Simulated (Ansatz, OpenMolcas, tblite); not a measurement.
**TiNH2Cl3 (SMILES [NH2][Ti]([Cl])([Cl])[Cl]): methods side by side**

TiNH2Cl3: 7 atoms, total charge 0, spin state singlet. As SMILES, `[NH2][Ti]([Cl])([Cl])[Cl]`. The coordinates come from a PBE0-D4/def2-TZVP relaxation.

Each level gives the dipole moment (D). The values are calculated.

```
          level             kind     program  value (D)
      IPEA1-xTB   semi-empirical      tblite       4.46
    HF/def2-SVP     Hartree–Fock      Ansatz       3.26
 SVWN5/def2-SVP              LDA  OpenMolcas       3.07
  BLYP/def2-SVP              GGA  OpenMolcas       2.97
revPBE/def2-SVP              GGA  OpenMolcas       3.09
  TPSS/def2-SVP         meta-GGA  OpenMolcas       3.17
M06-2X/def2-SVP  hybrid meta-GGA  OpenMolcas       3.27
```

The values span 2.97 to 4.46 D. Magnitudes only.
